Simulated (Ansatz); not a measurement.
Total energies of C2H9NOSi (`C[SiH2]C(N)O`).

```
atom    x (Å)    y (Å)    z (Å)
  C1  -1.0834  -0.0388   1.9226
 Si2   0.0410   0.6955   0.6270
  C3   0.4462  -0.5104  -0.7909
  N4   1.1304   0.0954  -1.9158
  O5  -0.7885  -1.0534  -1.2184
  H6  -0.6097  -0.8948   2.4088
  H7  -1.3328   0.6944   2.6930
  H8  -2.0088  -0.3824   1.4559
  H9   1.3409   1.1208   1.2249
 H10  -0.5784   1.8947  -0.0096
 H11   1.1075  -1.3112  -0.4238
 H12   2.1339   0.0937  -1.7981
 H13   0.8236   1.0445  -2.0925
 H14  -0.6218  -1.4479  -2.0831
```

Charge 0, multiplicity 1. All single points use the PBE0-D4/def2-TZVP geometry. It is one conformer, not always the lowest. Basis def2-TZVPP, Ansatz 0.2.0.

RPA on PBE orbitals: Hartree–Fock energy of these orbitals -499.25496 Eh, correlation -1.55136 Eh (frozen core).

| functional | energy without D4 (Eh) | D4 term (kJ/mol) |
| --- | --- | --- |
| LDA (SPW92) | -498.27058 | – |
| PBE | -500.77950 | -26.3 |
| revPBE | -501.06298 | -83.8 |
| BLYP | -501.10503 | -58.0 |
| r2SCAN | -501.04678 | -6.7 |
| B97M-V | -501.08579 | – |
| PBE0 | -500.82716 | -22.2 |
| B3LYP | -501.22268 | -42.0 |
| r2SCANh | -501.03491 | -7.1 |
| r2SCAN0 | -501.01829 | -7.8 |
| HSE06 (plane-wave form) | -500.80909 | -20.6 |
| BHLYP | -501.06919 | -30.6 |
| CAM-B3LYP | -501.10460 | -22.3 |
| LC-ωPBE | -500.98203 | – |
| ωB97X-V | -501.08317 | – |
| ωB97M-V | -501.07510 | – |
| B2PLYP | -500.89999 | – |
| PBE-QIDH | -500.71455 | – |

B3LYP takes the VWN-RPA correlation (the form of Gaussian; ORCA's B3LYP/G). HSE06 is the plane-wave form, built on full-range PBE exchange. The double hybrids freeze the cores in their second-order part.

LC-ωPBE has ω = 0.4 bohr⁻¹.
